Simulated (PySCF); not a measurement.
iodine monochloride anion (ClI), SMILES ClI (connectivity only; charge and spin as stated), charge -1, multiplicity 2. Coordinates come from a PBE-D3(BJ)/def2-TZVPD optimisation. The multiplicity is an assumed one; other spin states were not compared. The def2 effective core potentials stand for the cores of I; spin–orbit coupling is left out.

All values below come from PBE-D3(BJ)/def2-TZVPD run with PySCF.

Harmonic wavenumbers (cm⁻¹): 152. Rotational constants (GHz): 2.112 (linear); symmetry number 1.

**Question.** Work out the zero-point energy and the ideal-gas rigid-rotor harmonic-oscillator thermochemistry at 298.15 K and 1 atm.

**Answer.** ZPE = ½ Σ hcν = ½ × 152 cm⁻¹ = 0.22 kcal/mol. H − E(el) = 2.69 kcal/mol. Entropy in cal/(mol K): translation 41.16, rotation 17.86, vibration 2.64, spin 1.38, total 63.04. G − E(el) = -16.10 kcal/mol. Cp = 8.86 cal/(mol K).
